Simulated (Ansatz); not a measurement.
C3H6Si, singlet: CASSCF and its corrections

Computed with Ansatz's Gaussian-basis code (development build). Basis cc-pVTZ on C/H, cc-pV(T+d)Z on Si, nonrelativistic, 8 orbitals frozen in the corrections. State-specific CASSCF; RHF is the lowest restricted (open-shell) Hartree–Fock solution met. On stretched bonds single-reference methods can fail or change state. Solutions may break the symmetry of the shape. No proof that the lowest CASSCF solution was found.

Geometry:

```csv
atom,x (Å),y (Å),z (Å)
C,0.0000,-2.3018,-0.7291
C,0.0000,-0.9550,-0.7412
C,0.0000,-0.1300,0.4506
Si,0.0000,1.6001,0.4890
H,0.0000,-2.8607,0.2026
H,0.0000,-2.8777,-1.6483
H,0.0000,-0.4442,-1.7047
H,0.0000,-0.6568,1.4064
H,0.0000,2.4118,-0.7450
H,0.0000,2.3469,1.7613
```

Q: What do CASSCF and its corrections give against RHF in CAS(4,4), and what are the occupations?

A: CASSCF -1.387 eV, SC-NEVPT2 -16.787 eV; occupations 1.93, 1.86, 0.14, 0.07.

Q: How do single-reference totals in the same basis and frozen core stand against SC-NEVPT2 in CAS(4,4)?

A: CCSD(T) -1.874 eV. Coupled cluster stands on the determinant that it favours, which can lie over the RHF solution above, and is in doubt where the occupations are far from 0, 1 and 2.

Q: Roughly how much CPU time does a whole run from the default start take (median of such runs, summed over threads; nearly all runs on one pinned thread of a shared server, mostly Xeon at 2.3 to 2.6 GHz, by a development driver)?

A: CAS(4,4): about 3.5 min. Other jobs ran beside these, and the count of passes differs.
